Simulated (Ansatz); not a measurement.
Basis-set extrapolation for `N#[C][AlH][OH]` (PBE0-D4/def2-TZVP geometry, frozen core, the Gaussian-basis code of Ansatz). Multiplicity 1, RHF reference.

```tsv
	def2-TZVPP	def2-QZVPP
HF	-410.409435	-410.424031
MP2 correlation	-0.648400	-0.696301
CCSD(T) correlation	-0.688481	not run
```

Energies in hartree. Use E(X) = E(∞) + A·exp(−7.88·√X) for Hartree–Fock and E(X) = E(∞) + B·X^(−2.97) for correlation, with X = 3 and 4, and add CCSD(T) minus MP2 of the smaller set to the MP2 limit.

What is the CCSD(T) energy at the basis-set limit?

HF limit: -410.424031 + (-0.014596) × 0.13774 = -410.42604. MP2 limit: -0.696301 + (-0.047901) × 0.74074 = -0.73178. Higher-order term: -0.688481 − (-0.648400) = -0.04008. Total: -411.19790 hartree, 2.72 eV below CCSD(T)/def2-TZVPP.
